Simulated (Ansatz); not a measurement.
Coupled-cluster diagnostics for Be3⁻ (the lowest doublet isomer of a short search), Ansatz.

Geometry of the doublet (B3LYP/def2-TZVPD):

```xyz
3

Be   -0.1016    0.6223   -1.0321
Be    0.7618    0.3754    0.8610
Be   -0.6602   -0.9977    0.1710
```

Correlated methods freeze no core orbitals. In CCSD on the charge -1 doublet the largest single amplitude is 0.27, so its Hartree–Fock determinant may place the open shell otherwise than the density functionals do. The structure comes from a short search, and lower isomers may exist.

Geometry of the charge -1 quartet (B3LYP/def2-TZVPD):

```xyz
3

Be   -0.098   -0.654   -1.044
Be   -0.331   -0.366    1.132
Be    0.429    1.020   -0.088
```

Estimate the CCSD(T) correlation energy, the shares of MP2 and (T), T1 and the reference's ⟨S²⟩ for: charge -1, doublet, own geometry in def2-TZVPPD; charge -1, quartet, own geometry in def2-TZVPPD; charge 0, singlet, vertical in def2-TZVPPD; and the rough time on 4 threads of Arm Neoverse V2 on a shared host.


| state | basis | correlation (eV) | MP2 share (%) | (T) share (%) | T1 | ⟨S²⟩ (pure) | wall time | remarks |
| --- | --- | --- | --- | --- | --- | --- | --- | --- |
| charge -1, doublet, own geometry | def2-TZVPPD | -6.683 | 71.2 | 6.5 | 0.118 | 2.26 (0.75) | 1.1 s | flagged by the program, large T1 (0.118), spin-contaminated (⟨S²⟩ 2.26) |
| charge -1, quartet, own geometry | def2-TZVPPD | -6.282 | 73.5 | 5.0 | 0.078 | 4.37 (3.75) | 1.1 s | large T1 (0.078), spin-contaminated (⟨S²⟩ 4.37) |
| charge 0, singlet, vertical | def2-TZVPPD | -6.936 | 79.0 | 5.4 | 0.035 | 0.00 (0.00) | 0.6 s | large T1 (0.035), restricted SCF unstable |
Customary marks for T1 are 0.02 (closed shells), 0.045 (open shells) and about 0.05 (3d metals). T1 exceeds 0.02 in 3 of 3 rows and 0.045 in 2; the higher it lies, the less the single-reference result can be trusted.
